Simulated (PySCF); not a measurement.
# Bond lengths and vibrations by method: AlCH4O

All numbers below are calculated, not measured. The program is PySCF 2.14.0, an open-source quantum chemistry code, run on an isolated molecule that a program drew, which may never have been made. The molecule is AlCH4O (charge 0, doublet), drawn as the SMILES string `O[CH2][AlH]`.

The geometry was optimised and harmonic frequencies were computed with HF and MP2, all in the cc-pV(D+d)Z basis, for the commonest isotopes, with a restricted reference for singlets and an unrestricted one otherwise, and a frozen core in MP2. Each result is a local minimum of its method.

Geometry at the HF minimum:
```xyz
7
AlCH4O, angstrom
O    -1.4027    1.1772   -1.5524
C    -0.6865    0.2171   -0.7981
Al    0.8421   -0.4904   -1.8635
H    -2.1253    1.5072   -1.0395
H    -0.3051    0.6495    0.1405
H    -1.3362   -0.6196   -0.4958
H     1.7460   -1.5902   -1.1351
```

Lengths of the bonds as drawn, in Å (atoms numbered as above):
| bond | HF | MP2 |
|---|---|---|
| O1-C2 | 1.416 | 1.436 |
| C2-Al3 | 1.993 | 1.996 |
| O1-H4 | 0.946 | 0.967 |
| C2-H5 | 1.102 | 1.114 |
| C2-H6 | 1.102 | 1.114 |
| Al3-H7 | 1.599 | 1.599 |

Rotational constants, in GHz:
```
constant     HF    MP2
       A  37.01  35.81
       B  5.089  5.079
       C    4.6  4.576
```

Harmonic frequencies in cm^-1, each column in rising order, so a row needn't be the same motion in every method:
| rank | HF | MP2 |
|---|---|---|
| 1 | 155 | 168 |
| 2 | 230 | 207 |
| 3 | 334 | 308 |
| 4 | 535 | 514 |
| 5 | 619 | 579 |
| 6 | 687 | 658 |
| 7 | 1139 | 1055 |
| 8 | 1256 | 1165 |
| 9 | 1309 | 1213 |
| 10 | 1454 | 1353 |
| 11 | 1578 | ? |
| 12 | 1898 | 1883 |
| 13 | 3088 | 2983 |
| 14 | 3118 | 3028 |
| 15 | 4130 | 3828 |

**Estimate the missing MP2 frequency from the HF column.**

A single factor s that minimises the squared misfit of MP2 against s times HF over the other rows is sum(HF x MP2) / sum(HF^2) = 0.9493, with an rms misfit of 43 cm^-1. For rank 11 it gives 0.9493 x 1578 = 1498 cm^-1. The calculation gives 1474 cm^-1, 24 cm^-1 below the estimate. The drawn bonds are on average 1.0 % longer in MP2 than in HF.
